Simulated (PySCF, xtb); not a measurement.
Cd(Br)(SeH) (BrCdHSe), SMILES [SeH][Cd][Br].

GFN2-xTB run with xtb at its own geometry gives an orbital gap of 2.98 eV and a dipole moment of 6.06 D.

Geometry: r2SCAN-D4/def2-SVP. The def2 effective core potentials stand for the cores of Cd; spin–orbit coupling is left out. The values are those of a single conformer.

### Question
What does PBE/def2-TZVPD (PySCF) give? (An estimate is asked for; the answer gives what the named calculation found.)

### Answer
gap 3.39 eV (levels -6.18 and -2.79 eV), dipole 1.36 D.
